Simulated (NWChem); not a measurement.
System: C3H4ClF; SMILES C/C(Cl)=C\F

All runs: NWChem. Medium grid unless said otherwise, to which SCAN and Minnesota functionals are sensitive. Geometry: optimised at B3LYP/6-31G* (spherical d). Hybrids' shares of exact exchange are those that their runs print; pure functionals count as 0. The functionals differ in more than this share.

```csv
row,share of exact exchange,orbital gap (eV)
PBE/def2-SVP,0.00,5.06
r2SCAN/def2-SVP,0.00,5.50
TPSSh/def2-SVP,0.10,6.17
B3LYP/def2-SVP,0.20,6.86
PBE0/def2-SVP,0.25,7.33
Hartree-Fock/def2-SVP,1.00,withheld
```

Fit a straight line of the last column on the one before it, predict the withheld value, and compare with the run.


1. Means of the 5 shown rows: x = 0.110, y = 6.184. Slope Σ(x − x̄)(y − ȳ)/Σ(x − x̄)² = 0.4203/0.05200 = 8.083; intercept 5.295.
2. The shown rows scatter about the line by 0.145 (root mean square); the largest residual is -0.24, at PBE/def2-SVP.
3. At x = 1.00 (Hartree-Fock/def2-SVP; beyond the shown range) the line gives 13.38.
4. The run gives 14.16, +0.78 from the line, 5.4 times the scatter.
